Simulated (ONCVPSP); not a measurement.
# barium (Ba): variants of one ONCV potential

Base potential:

| Quantity | Value |
| --- | --- |
| Element | Ba |
| Generator | ONCVPSP 4.0.1 |
| Type | optimised norm-conserving Vanderbilt (ONCV) |
| Functional | LDA (Perdew-Wang 92) |
| Relativity | fully relativistic |
| Frozen core | [Kr] 4d10 |
| Valence charge | 10 |
| Reference configuration | 5s2 5p6 6s1 (charge +1) |
| Partial waves | 5s+6s: rc 2.95 bohr, ncon 4, nbas 8, qcut 3.2 1/bohr, 2 projectors; 5p: rc 2.00 bohr, ncon 4, nbas 8, qcut 4.6 1/bohr, 2 projectors, debl 2.8 Ha; d scattering state at 0.21 Ha: rc 2.90 bohr, ncon 5, nbas 9, qcut 2.9 1/bohr, 2 projectors, debl 0.6 Ha |
| Local potential | polynomial inside 1.45 bohr (lpopt 5, dvloc0 0 Ha) |
| Core correction | Teter function, fcfact 3.5, rcfact 1.1 |

Open shells are filled in proportion to 2j + 1.

In the d channel the program set the typed energies aside and used 0.050, 0.650 Ha (j = l + 1/2; the other j can differ).

Cutoffs, loose and tight: the cutoffs (Ha) at which the residual kinetic energy of the hardest occupied pseudo-wave falls to 1 and 0.1 mHa per electron. They do not see the model core or the augmentation charge, which bear on the density cutoff. Test errors are all-electron minus pseudo excitation energies from the reference, over the configurations 5s2 5p6 6s2; 5s2 5p6 6s0; 5s2 5p6 6s1.5; 5s2 5p6 5d1 6s1. A dash means not determined; rows that change the core or the reference have their own tests.

A true bound ghost makes a file unfit for plane-wave use even where its test errors are small: the radial tests pick states by their node count and pass the ghost by.

```tsv
change	outcome	cutoff, loose	cutoff, tight	bound ghosts	GHOST(+) flags above zero	largest test error (meV)
base	generated, projector energies reset by the program	10 Ha	43 Ha	s	p3/2, p1/2	-2.2
d: qcut 3.9	generated, projector energies reset by the program	10 Ha	43 Ha	s	p3/2, p1/2	-2.2
core correction Teter function, fcfact 3.5, rcfact 1.56	generated, projector energies reset by the program	10 Ha	43 Ha	s	p3/2, p1/2	-2.8
core correction Teter function, fcfact 3.7, rcfact 1.1	generated, projector energies reset by the program	10 Ha	43 Ha	s	p3/2, p1/2	-2.2
p: qcut 4.4	generated, projector energies reset by the program	10 Ha	45 Ha	s	p3/2, p1/2	-2.2
functional PBE	generated, projector energies reset by the program	10 Ha	43 Ha	s	p3/2	-1.6
core correction none	generated, projector energies reset by the program	10 Ha	43 Ha	s	p3/2, p1/2	-1.6
core [Xe], valence charge 2; reference 5d1 6s1; waves now 6s: rc 4.00 bohr, ncon 4, nbas 9, qcut 1.3 1/bohr, 2 projectors, debl 2.4 Ha; p scattering state at 0.19 Ha: rc 3.90 bohr, ncon 3, nbas 6, qcut 2.3 1/bohr, 2 projectors, debl 0.3 Ha; 5d: rc 3.40 bohr, ncon 4, nbas 8, qcut 2.4 1/bohr, 2 projectors, debl 2 Ha; local potential polynomial inside 2.90 bohr (lpopt 5, dvloc0 -1 Ha)	generated, projector energies reset by the program	8.7 Ha	19 Ha	p3/2, p1/2	s, d3/2	+75
```

(1) What comes out with this change to the base: local potential polynomial inside 1.75 bohr (lpopt 5, dvloc0 0 Ha)?

Answers

(1) outcome: generated, projector energies reset by the program; cutoff, loose: 10 Ha; cutoff, tight: 43 Ha; bound ghosts: none; GHOST(+) flags above zero: s, p3/2; largest test error (meV): -2.5.
